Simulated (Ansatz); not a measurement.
Ansatz (a quantum-chemistry and plane-wave program) input for C3H6GeO3, SMILES C#C[CH2][Ge]([OH])([OH])[OH] (connectivity only; charge and spin as stated), charge -1, multiplicity 2, PBE0/def2-SVPD. Geometry optimised at B3LYP-D3(BJ)/def2-SVPD. The values are those of a single conformer.

Ansatz 0.2 input:
```yaml
crystal:
  periodic: [false, false, false]
  atoms:
    - {symbol: O, position_ang: [-1.12148503, 1.67409626, 0.52131313]}
    - {symbol: Ge, position_ang: [-0.54890380, -0.00814893, -0.22987503]}
    - {symbol: O, position_ang: [-1.74991145, -0.94799395, 0.80038476]}
    - {symbol: O, position_ang: [-0.43936109, -1.57122079, -1.43944140]}
    - {symbol: C, position_ang: [1.16835296, -0.30959151, 0.87268818]}
    - {symbol: C, position_ang: [2.31106362, 0.44574127, 0.42782925]}
    - {symbol: C, position_ang: [3.23970913, 1.11033556, 0.00157131]}
    - {symbol: H, position_ang: [-0.65626049, 2.37068214, 0.04174043]}
    - {symbol: H, position_ang: [-1.84383437, -1.80348829, 0.36439875]}
    - {symbol: H, position_ang: [-0.04888465, -1.28661517, -2.27372938]}
    - {symbol: H, position_ang: [0.87396429, -0.03614793, 1.89665672]}
    - {symbol: H, position_ang: [1.34978296, -1.39272143, 0.81848644]}
    - {symbol: H, position_ang: [4.06146024, 1.69109227, -0.36213674]}
basis:
  gaussian:
    orbitals: def2-SVPD
hamiltonian:
  xc: {name: PBE0}
total_charge: -1
magnetization: {spin_polarized: true, initial_magnetization: 1}
```

It prints:

```
WARN ansatz: RAYON_NUM_THREADS=2 ignored (pool sized by the plan → 2); use --threads N
Functional definition: PBE0
integrals: 0.20 GiB planned
1890 factors; their error is unknown
mean field: 2.38 GiB planned
mean field evaluation 1: about -65826.8585 eV, gradient 5.2e1 eV
mean field evaluation 2: about -65805.3366 eV, gradient 9.1e1 eV
mean field evaluation 4: about -65837.2619 eV, gradient 3.7e0 eV
mean field evaluation 8: about -65837.3232 eV, gradient 2.4e-1 eV
mean field evaluation 16: about -65837.5133 eV, gradient 1.9e-3 eV
mean field -65837.51329397 eV, -2419.4839872842 hartree, gradient 4.9e-5 eV, S^2 0.753790; 0 other end points of the search recorded, 0 dependent functions left out
reference -65837.51333940 eV, -2419.4839889536 hartree; 41, 40 occupied and 174, 175 virtual orbitals, 1890 factors
Total energy: -65837.51333940 eV, -2419.4839889536 hartree
```

The run converged.

Cost: very roughly 30 core-seconds.
